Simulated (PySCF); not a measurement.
Bromine: a sound run and one with changed settings

Sound run: Br [Ar] 3d10 4s2 4p5, Br⁺ [Ar] 3d10 4s2 4p4. All numbers are calculated (PySCF 2.14, scalar relativity by spin-free X2C-1e, in Sapporo-DKH3-DZP-2012). In the sound run the correlated levels freeze [Ar] 3d10. The sound run starts from symmetry-adapted Hartree-Fock orbitals and uses a fine grid where one is needed.

Changed run: initial guess 1e, at most 50 SCF cycles.

```json
{"species": "Br", "method": "UHF", "sound run (hartree)": "-2604.35194", "changed run (hartree)": "-2604.35194", "converged": "yes"}
{"species": "Br", "method": "PBE0", "sound run (hartree)": "-2605.86603", "changed run (hartree)": "-2605.86603", "converged": "yes"}
{"species": "Br", "method": "CCSD(T)", "sound run (hartree)": "-2604.46649", "changed run (hartree)": "-2604.46649", "converged": "yes"}
{"species": "Br⁺", "method": "r2SCAN", "sound run (hartree)": "-2605.70008", "changed run (hartree)": "-2605.70008", "converged": "yes"}
{"species": "Br⁺", "method": "MP2", "sound run (hartree)": "-2604.03409", "changed run (hartree)": "-2604.03409", "converged": "yes"}
```

Here the plain start reaches the same solutions.
